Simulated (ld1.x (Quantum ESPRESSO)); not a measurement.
# Transferability test, PAW potential for F (Z = 9)

fluorine, PAW, made with ld1.x (Quantum ESPRESSO) 7.5 (PBEsol, non-relativistic). Core [He], reference 2s2 2p2 (charge +3). Waves: 2s (bound): rcut 0.55, rcutus 0.60 bohr; 2s channel at -4.45 Ry: rcut 0.55, rcutus 0.60 bohr; 2p (bound): rcut 1.05, rcutus 1.45 bohr; 2p channel at -4.95 Ry: rcut 1.05, rcutus 1.45 bohr; 3d channel at 0.2 Ry: rc 1.75 bohr. Local part: the d channel. Core correction: a·sin(br)/r model core, default radius (ld1.x builds one for every PAW set, though the input has nlcc=.false.). Augmentation charge: PSQ, inside the norm-conserving radii.

Energies are relative to the spin-unpolarised reference configuration 2s2 2p2; without spin polarisation the order of configurations can differ from experiment.

| valence configuration | charge | ΔE all-electron (eV) | error AE − PS (meV) |
| --- | --- | --- | --- |
| 2s2 2p5 | 0 | -118.110 | +15 |
| 2s2 2p3 | +2 | -60.494 | +20 |
| 2s1 2p5 | +1 | -79.890 | -65 |
| 2s2 2p4.5 | +0.5 | -110.594 | +22 |
| 2s1 2p6 | 0 | -99.503 | -108 |
| 2s2 2p1 | +4 | 85.589 | +87 |

**Question.** What are ΔE and the potential's error for 2s2 2p4?

**Answer.** ΔE = -98.782 eV all-electron; the error (AE − PS) is +28 meV.
